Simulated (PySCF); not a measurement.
Species: CH₄BF₄N.
SMILES with atom numbers: `[NH3+:1][B@H-:2]([F:3])[C:4]([F:5])([F:6])[F:7]` (hydrogens: H8, H9, H10 on N1; H11 on B2)

Computed, not measured: PBE0-D3(BJ)/def2-SVP geometry optimisation, gas phase in PySCF 2.14.0.

**Question.** What internal coordinates does the optimisation give?

**Answer.** 
```tsv
bond	length (Å)	order
N1–B2	1.634	single
B2–F3	1.384	single
B2–C4	1.621	single
C4–F5, C4–F7	1.361	single
C4–F6	1.332	single
N1–H8, N1–H9, N1–H10	1.022	single
B2–H11	1.222	single
```

Bonds in one row agree within 0.01 Å and their mean is given. Orders are formal, as drawn. A selection of angles:
```tsv
angle	degrees
B2–N1–H8	111.0
B2–N1–H10	109.0
H8–N1–H9	109.2
H9–N1–H10	108.2
N1–B2–F3	104.9
N1–B2–C4	102.0
N1–B2–H11	107.0
F3–B2–C4	113.5
F3–B2–H11	115.4
C4–B2–H11	112.5
B2–C4–F5	110.5
B2–C4–F6	115.2
B2–C4–F7	111.7
F5–C4–F6	107.1
F5–C4–F7	104.9
```

Dihedral angles: N1–B2–C4–F5 -59° (synclinal).

The 3 C–F bonds span 1.332 Å (C4–F6, drawn single) to 1.361 Å (C4–F5, drawn single), a spread of 0.029 Å. B2 (four-coordinate boron) is distorted tetrahedral (angles from 102.0° to 115.4°). N1 (nitrogen bonded to B and 3 H) is tetrahedral (angles from 108.2° to 111.0°). Of the pairs four or more bonds apart, F7···H10 is among the closest relative to their van der Waals radii: 2.47 Å, 93 % of the sum of Bondi's values.

Point group: C1 (no symmetry element, even within 0.4 Å). Whether it is a minimum is left open (no frequencies).
